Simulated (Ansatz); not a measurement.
Geometry optimisation of Si9GeH16⁺, an alloyed cluster cut from the lattice of silicon (1 Ge, core).

```yaml
crystal:
  periodic: [false, false, false]
  atoms:
    - {symbol: Si, position_ang: [-1.362502, 1.363233, -1.365959]}
    - {symbol: Si, position_ang: [1.367419, -1.363854, -1.360367]}
    - {symbol: Si, position_ang: [-1.363940, -1.362951, 1.364907]}
    - {symbol: Ge, position_ang: [1.365554, 1.370197, 1.368365]}
    - {symbol: Si, position_ang: [-2.708500, 0.002590, 0.001160]}
    - {symbol: Si, position_ang: [0.005384, -2.708832, 0.006373]}
    - {symbol: Si, position_ang: [0.004657, -0.000860, -2.708466]}
    - {symbol: Si, position_ang: [-0.017790, 2.738969, -0.017195]}
    - {symbol: Si, position_ang: [2.738640, -0.011248, -0.014841]}
    - {symbol: Si, position_ang: [-0.016679, -0.014844, 2.738809]}
    - {symbol: H, position_ang: [-2.238494, 2.207902, -2.244252]}
    - {symbol: H, position_ang: [2.215122, -2.240536, -2.235041]}
    - {symbol: H, position_ang: [-2.240928, -2.239009, 2.210861]}
    - {symbol: H, position_ang: [2.255040, 2.262274, 2.259453]}
    - {symbol: H, position_ang: [-3.582665, -0.858739, -0.859033]}
    - {symbol: H, position_ang: [-3.589025, 0.860884, 0.857860]}
    - {symbol: H, position_ang: [-0.853083, -3.585106, -0.854534]}
    - {symbol: H, position_ang: [0.862499, -3.587255, 0.866404]}
    - {symbol: H, position_ang: [-0.856388, -0.863876, -3.580156]}
    - {symbol: H, position_ang: [0.861497, 0.854763, -3.591415]}
    - {symbol: H, position_ang: [0.839591, 3.616549, -0.876616]}
    - {symbol: H, position_ang: [-0.880839, 3.614961, 0.838180]}
    - {symbol: H, position_ang: [3.611540, 0.847626, -0.877573]}
    - {symbol: H, position_ang: [3.619373, -0.868170, 0.841797]}
    - {symbol: H, position_ang: [-0.877024, 0.840984, 3.616981]}
    - {symbol: H, position_ang: [0.841540, -0.875609, 3.614276]}
basis:
  gaussian: {orbitals: def2-SVP}
total_charge: 1
magnetization: {spin_polarized: true, initial_magnetization: 1}
hamiltonian: {xc: r2scan, dispersion: d4}
scf: {lower_state_search: "off"}
output: {orbitals: {seedname: orbitals}}
relax: {f_tol: 0.03, max_steps: 70}
```

```sh
$ ansatz run in.yaml --threads 4 --pin off --events-out ev --progress --plain --max-ram 6963MiB
```

Shortened log:

```
Functional definition: r2SCAN
mean field -127635.57881441 eV, -4690.5210069271 hartree, gradient 9.2e-6 eV, S^2 0.753145; 0 other end points of the search recorded, 0 dependent functions left out
relax step   1: F+E_penalty+E_count = -127635.93224510 eV  Δ(F+E_penalty+E_count) = +0.000e0 eV  max|allowed force component| = 4.985e-1 eV/Å  Δτ_max = 0.0000 Å  (45 SCF iters, accepted)
mean field -127635.72688759 eV, -4690.5264485158 hartree, gradient 1.9e-6 eV, S^2 0.753504; 0 other end points of the search recorded, 0 dependent functions left out
relax step   2: F+E_penalty+E_count = -127636.07977018 eV  Δ(F+E_penalty+E_count) = -1.475e-1 eV  max|allowed force component| = 2.146e-1 eV/Å  Δτ_max = 0.1940 Å  (30 SCF iters, accepted)
mean field -127635.75567665 eV, -4690.5275064945 hartree, gradient 2.7e-6 eV, S^2 0.753548; 0 other end points of the search recorded, 0 dependent functions left out
relax step   3: F+E_penalty+E_count = -127636.10850505 eV  Δ(F+E_penalty+E_count) = -2.873e-2 eV  max|allowed force component| = 1.145e-1 eV/Å  Δτ_max = 0.0373 Å  (30 SCF iters, accepted)
mean field -127635.80001734 eV, -4690.5291359847 hartree, gradient 1.5e-6 eV, S^2 0.754294; 0 other end points of the search recorded, 0 dependent functions left out
relax step   4: F+E_penalty+E_count = -127636.15263267 eV  Δ(F+E_penalty+E_count) = -4.413e-2 eV  max|allowed force component| = 2.189e-1 eV/Å  Δτ_max = 0.1247 Å  (32 SCF iters, accepted)
mean field -127635.79324556 eV, -4690.5288871264 hartree, gradient 7.7e-6 eV, S^2 0.755082; 0 other end points of the search recorded, 0 dependent functions left out
relax step   5: F+E_penalty+E_count = -127636.14559424 eV  Δ(F+E_penalty+E_count) = +7.038e-3 eV  max|allowed force component| = 3.827e-1 eV/Å  Δτ_max = 0.1959 Å  (26 SCF iters, rejected (line search))
mean field -127635.83607867 eV, -4690.5304612142 hartree, gradient 4.3e-6 eV, S^2 0.754731; 0 other end points of the search recorded, 0 dependent functions left out
relax step   6: F+E_penalty+E_count = -127636.18872418 eV  Δ(F+E_penalty+E_count) = -3.609e-2 eV  max|allowed force component| = 7.791e-2 eV/Å  Δτ_max = 0.0914 Å  (28 SCF iters, accepted)
mean field -127635.84533944 eV, -4690.5308015411 hartree, gradient 1.9e-6 eV, S^2 0.755025; 0 other end points of the search recorded, 0 dependent functions left out
relax step   7: F+E_penalty+E_count = -127636.19787732 eV  Δ(F+E_penalty+E_count) = -9.153e-3 eV  max|allowed force component| = 1.244e-1 eV/Å  Δτ_max = 0.0954 Å  (27 SCF iters, accepted)
mean field -127635.85509236 eV, -4690.5311599542 hartree, gradient 7.6e-6 eV, S^2 0.755157; 0 other end points of the search recorded, 0 dependent functions left out
relax step   8: F+E_penalty+E_count = -127636.20757212 eV  Δ(F+E_penalty+E_count) = -9.695e-3 eV  max|allowed force component| = 8.108e-2 eV/Å  Δτ_max = 0.0442 Å  (25 SCF iters, accepted)
mean field -127635.87300462 eV, -4690.5318182176 hartree, gradient 1.7e-6 eV, S^2 0.755568; 0 other end points of the search recorded, 0 dependent functions left out
relax step   9: F+E_penalty+E_count = -127636.22554298 eV  Δ(F+E_penalty+E_count) = -1.797e-2 eV  max|allowed force component| = 2.154e-1 eV/Å  Δτ_max = 0.1950 Å  (27 SCF iters, accepted)
mean field -127635.87113329 eV, -4690.5317494475 hartree, gradient 2.1e-6 eV, S^2 0.755383; 0 other end points of the search recorded, 0 dependent functions left out
relax step  10: F+E_penalty+E_count = -127636.22456086 eV  Δ(F+E_penalty+E_count) = +9.821e-4 eV  max|allowed force component| = 2.106e-1 eV/Å  Δτ_max = 0.1598 Å  (29 SCF iters, rejected (line search))
mean field -127635.89246209 eV, -4690.5325332666 hartree, gradient 1.6e-6 eV, S^2 0.755387; 0 other end points of the search recorded, 0 dependent functions left out
relax step  11: F+E_penalty+E_count = -127636.24550224 eV  Δ(F+E_penalty+E_count) = -1.996e-2 eV  max|allowed force component| = 1.444e-1 eV/Å  Δτ_max = 0.0782 Å  (28 SCF iters, accepted)
mean field -127635.90666814 eV, -4690.5330553291 hartree, gradient 1.5e-6 eV, S^2 0.755706; 0 other end points of the search recorded, 0 dependent functions left out
relax step  12: F+E_penalty+E_count = -127636.25988408 eV  Δ(F+E_penalty+E_count) = -1.438e-2 eV  max|allowed force component| = 1.248e-1 eV/Å  Δτ_max = 0.0959 Å  (27 SCF iters, accepted)
mean field -127635.91775865 eV, -4690.5334628982 hartree, gradient 1.7e-6 eV, S^2 0.756374; 0 other end points of the search recorded, 0 dependent functions left out
relax step  13: F+E_penalty+E_count = -127636.27121491 eV  Δ(F+E_penalty+E_count) = -1.133e-2 eV  max|allowed force component| = 1.732e-1 eV/Å  Δτ_max = 0.1463 Å  (26 SCF iters, accepted)
mean field -127635.92665749 eV, -4690.5337899244 hartree, gradient 4.4e-6 eV, S^2 0.756335; 0 other end points of the search recorded, 0 dependent functions left out
relax step  14: F+E_penalty+E_count = -127636.27999903 eV  Δ(F+E_penalty+E_count) = -8.784e-3 eV  max|allowed force component| = 9.619e-2 eV/Å  Δτ_max = 0.0478 Å  (23 SCF iters, accepted)
mean field -127635.93209518 eV, -4690.5339897558 hartree, gradient 3.6e-6 eV, S^2 0.756406; 0 other end points of the search recorded, 0 dependent functions left out
relax step  15: F+E_penalty+E_count = -127636.28555219 eV  Δ(F+E_penalty+E_count) = -5.553e-3 eV  max|allowed force component| = 8.497e-2 eV/Å  Δτ_max = 0.0519 Å  (23 SCF iters, accepted)
mean field -127635.93690514 eV, -4690.5341665185 hartree, gradient 1.7e-6 eV, S^2 0.756526; 0 other end points of the search recorded, 0 dependent functions left out
relax step  16: F+E_penalty+E_count = -127636.29052054 eV  Δ(F+E_penalty+E_count) = -4.968e-3 eV  max|allowed force component| = 5.700e-2 eV/Å  Δτ_max = 0.0891 Å  (25 SCF iters, accepted)
mean field -127635.93932886 eV, -4690.5342555886 hartree, gradient 2.5e-6 eV, S^2 0.756544; 0 other end points of the search recorded, 0 dependent functions left out
relax step  17: F+E_penalty+E_count = -127636.29285078 eV  Δ(F+E_penalty+E_count) = -2.330e-3 eV  max|allowed force component| = 5.453e-2 eV/Å  Δτ_max = 0.0734 Å  (22 SCF iters, accepted)
mean field -127635.94138484 eV, -4690.5343311444 hartree, gradient 4.2e-6 eV, S^2 0.756586; 0 other end points of the search recorded, 0 dependent functions left out
relax step  18: F+E_penalty+E_count = -127636.29482393 eV  Δ(F+E_penalty+E_count) = -1.973e-3 eV  max|allowed force component| = 5.325e-2 eV/Å  Δτ_max = 0.0725 Å  (22 SCF iters, accepted)
mean field -127635.94284432 eV, -4690.5343847795 hartree, gradient 2.1e-6 eV, S^2 0.756611; 0 other end points of the search recorded, 0 dependent functions left out
relax step  19: F+E_penalty+E_count = -127636.29617926 eV  Δ(F+E_penalty+E_count) = -1.355e-3 eV  max|allowed force component| = 4.452e-2 eV/Å  Δτ_max = 0.0531 Å  (22 SCF iters, accepted)
mean field -127635.94354688 eV, -4690.5344105980 hartree, gradient 2.8e-6 eV, S^2 0.756626; 0 other end points of the search recorded, 0 dependent functions left out
relax step  20: F+E_penalty+E_count = -127636.29686033 eV  Δ(F+E_penalty+E_count) = -6.811e-4 eV  max|allowed force component| = 3.440e-2 eV/Å  Δτ_max = 0.0286 Å  (23 SCF iters, accepted)
mean field -127635.94384232 eV, -4690.5344214554 hartree, gradient 2.4e-6 eV, S^2 0.756624; 0 other end points of the search recorded, 0 dependent functions left out
relax step  21: F+E_penalty+E_count = -127636.29717573 eV  Δ(F+E_penalty+E_count) = -3.154e-4 eV  max|allowed force component| = 2.831e-2 eV/Å  Δτ_max = 0.0216 Å  (23 SCF iters, accepted)
Total energy: -127636.29719633 eV, -4690.5474069755 hartree
Atom 0 at    -1.319042     1.362385    -1.389787 Å, force     0.005138    -0.004315    -0.005238 eV/Å
Atom 1 at     1.268832    -1.369858    -1.309769 Å, force     0.004745     0.000919     0.010799 eV/Å
Atom 2 at    -1.506492    -1.409338     1.332693 Å, force    -0.000113    -0.023365    -0.005038 eV/Å
Atom 3 at     1.263327     1.219754     1.515896 Å, force     0.019574     0.017253     0.007873 eV/Å
Atom 4 at    -2.740858     0.060341    -0.034016 Å, force    -0.015862     0.003177     0.000114 eV/Å
Atom 5 at     0.016281    -2.742227     0.132729 Å, force     0.000197    -0.005345     0.009334 eV/Å
Atom 6 at    -0.038715    -0.061862    -2.759574 Å, force    -0.000681    -0.002154    -0.008741 eV/Å
Atom 7 at     0.118163     2.663656    -0.063231 Å, force    -0.001090    -0.003363     0.013923 eV/Å
Atom 8 at     2.726177     0.180997    -0.269323 Å, force     0.028311    -0.003871     0.008039 eV/Å
Atom 9 at    -0.203984    -0.139517     2.819907 Å, force     0.006383    -0.011796     0.009181 eV/Å
Atom 10 at    -2.106641     2.320854    -2.228882 Å, force     0.001124    -0.005518     0.005527 eV/Å
Atom 11 at     2.345208    -2.171294    -1.997367 Å, force    -0.000646     0.001149    -0.003605 eV/Å
Atom 12 at    -2.429299    -2.274941     2.133898 Å, force     0.009206     0.013496    -0.008242 eV/Å
Atom 13 at     2.458890     1.778707     2.324384 Å, force    -0.023575    -0.011326    -0.018708 eV/Å
Atom 14 at    -3.626417    -0.736731    -0.936816 Å, force     0.005553     0.003874     0.008204 eV/Å
Atom 15 at    -3.559750     0.953753     0.840857 Å, force     0.001774    -0.003128    -0.003325 eV/Å
Atom 16 at    -0.696446    -3.719456    -0.744907 Å, force     0.002267     0.006841     0.002665 eV/Å
Atom 17 at     0.948705    -3.451893     1.060874 Å, force    -0.007251     0.003605    -0.009210 eV/Å
Atom 18 at    -0.949350    -0.975150    -3.514596 Å, force     0.000699     0.002391    -0.001976 eV/Å
Atom 19 at     0.853005     0.701361    -3.681909 Å, force    -0.000427     0.002207     0.001385 eV/Å
Atom 20 at     1.140165     3.451002    -0.809449 Å, force     0.002766     0.002729    -0.004236 eV/Å
Atom 21 at    -0.620126     3.527667     0.916298 Å, force    -0.001969     0.008146    -0.000998 eV/Å
Atom 22 at     3.161580     1.280963    -1.179307 Å, force    -0.011651    -0.017393     0.016329 eV/Å
Atom 23 at     3.883463    -0.351338     0.510632 Å, force    -0.021058     0.011165    -0.016599 eV/Å
Atom 24 at    -1.032335     0.844974     3.582502 Å, force     0.000643     0.007928     0.001111 eV/Å
Atom 25 at     0.645658    -0.942765     3.748238 Å, force    -0.004055     0.006693    -0.008568 eV/Å
Dipole moment:     0.327890     0.079993    -0.023576 e Å
Checks for a lower state left out: stability, starts, cluster_reference, orbital_swaps, neighbouring_geometries, increment
```

Hardware: 4 threads of Arm Neoverse V1 on a shared host. Wall time 9.3 min.
